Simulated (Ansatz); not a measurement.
Reaction (redistribution): `[NH2][SnH2][NH2]` + `O[AsH]O` → `[NH2][SnH2][OH]` + `N[AsH]O`

Computed with Ansatz on PBE0-D4/def2-TZVP structures; ΔE is electronic, products minus reactants. CCSD(T)/CBS is the MP2 limit (def2-TZVPP, def2-QZVPP) plus CCSD(T) − MP2 in def2-TZVPP, frozen cores. Functionals use def2-TZVPP. Elements past krypton have def2 core potentials. For As, Sn outer-core shells are correlated without core-valence functions, which leaves a few kJ/mol of doubt a bond. Scalar relativity is left out up to krypton. Each species was taken in one conformer, which may not be the lowest.

| level | ΔE (eV) |
| --- | --- |
| BLYP | -0.12 |
| MP2/def2-QZVPP | -0.13 |
| SCS-MP2/def2-QZVPP | -0.13 |
| CCSD/CBS(def2) | -0.15 |

(1) What does CCSD(T)/CBS give? (Estimate.)

Largest T1 diagnostic among the species: 0.013.

## Answers

(1) The calculation gave: -0.14 eV. The listed levels differ from it by 0.02, 0.01, 0.01, -0.01 eV.

Leaving LDA and LC-ωPBE aside and taking each functional with its dispersion term where it has one, the values, not all of them listed here, spread over 0.03 eV, from BHLYP-D4 to B97M-V. In def2-TZVPP, CCSD(T) changes the Hartree–Fock value by +0.05 eV (the triples alone add +0.01 eV) and MP2 by +0.05 eV. From BLYP to BHLYP (50 % exact exchange), in def2-TZVPP and without D4, ΔE moves by −0.03 eV.
